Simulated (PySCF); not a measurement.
**Working out the electron affinity of Se**

Se⁻ [Ar] 3d10 4s2 4p5 (2P) → Se [Ar] 3d10 4s2 4p4 (3P). All numbers are calculated (PySCF 2.14, the non-relativistic Hamiltonian (point nucleus), in dyall-av2z (16s12p8d, 92 functions)). Frozen: [Ar] 3d10; the 39 highest virtual orbitals dropped. Energies in hartree (1 hartree = 27.21139 eV):

```
            part   Se⁻ (lower)    Se (upper)
             UHF  -2399.883164  -2399.845631
CCSD correlation     -0.124552     -0.098227
             (T)     -0.003660     -0.001916
```

Task: What does Hartree-Fock give?

Result: (-2399.845631) − (-2399.883164) = 0.037533 hartree = 1.021 eV.

Task: What do CCSD and CCSD(T) give?

Result: The CCSD correlation energies differ by 0.026325 hartree = 0.716 eV and the triples by 0.001744 hartree = 0.047 eV, so CCSD gives 1.737 eV and CCSD(T) 1.784 eV.

A first-order spin-orbit estimate adds -0.013 eV to CCSD(T) (valence), giving 1.771 eV against 2.021 eV (measured; photodetachment measurements, as compiled on the Wikipedia data page of electron affinities).

The calculation is non-relativistic.

A double-zeta basis recovers only part of the correlation energy.

What remains against the reference includes basis incompleteness, the frozen core and higher excitations.
